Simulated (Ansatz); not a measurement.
Zn6S5Cl2, a halide-capped cluster cut from wurtzite ZnS (2 Cl on the cations). The state is a singlet with charge 0. Geometry PBE-D4/def2-SVP; atoms count from 1.

```xyz
13

Zn   -1.7973    1.6546   -0.4356
S    -0.1651    0.5115    0.8632
S    -2.5513   -2.5852    0.7676
Zn   -0.4370   -2.0673    1.2755
Zn    2.0005    1.4072    0.4466
S     1.6007   -2.8548    1.7495
S    -1.7087    0.2816   -2.4332
Zn   -2.2771   -1.2330   -0.8735
Zn    0.3400    0.0252   -1.4422
S     2.6304   -0.0092   -1.4162
Zn    2.2544   -1.5322    0.1933
Cl   -2.9631    3.3954   -0.0501
Cl    3.0737    3.0061    1.3551
```

Single mean-field runs in def2-TZVP are fitted with def2-universal-jkfit.

(1) Estimate the Mulliken populations from the PBE0/def2-TZVP orbitals of Ansatz.

(2) And the Mayer bond orders between heavy atoms (over 0.3)?

Results:

(1) 
```
atom  charge (e)  d electrons
 Zn1        0.51        10.09
  S2       -0.40            –
  S3       -0.38            –
 Zn4        0.44        10.09
 Zn5        0.51        10.09
  S6       -0.38            –
  S7       -0.33            –
 Zn8        0.31        10.05
 Zn9        0.48        10.09
 S10       -0.33            –
Zn11        0.31        10.05
Cl12       -0.37            –
Cl13       -0.37            –
```
Mulliken values depend strongly on the basis.

(2) Zn1–S2 0.64 (2.38 Å); Zn1–S7 0.56 (2.43 Å); Zn1–Cl12 1.03 (2.13 Å); S2–Zn4 0.31 (2.63 Å); S2–Zn5 0.64 (2.38 Å); S2–Zn9 0.52 (2.41 Å); S3–Zn4 0.95 (2.24 Å); S3–Zn8 1.22 (2.14 Å); Zn4–S6 0.95 (2.24 Å); Zn5–S10 0.57 (2.42 Å); Zn5–Cl13 1.03 (2.13 Å); S6–Zn11 1.22 (2.14 Å); S7–Zn8 0.91 (2.25 Å); S7–Zn9 0.78 (2.29 Å); Zn9–S10 0.78 (2.29 Å); S10–Zn11 0.91 (2.25 Å).
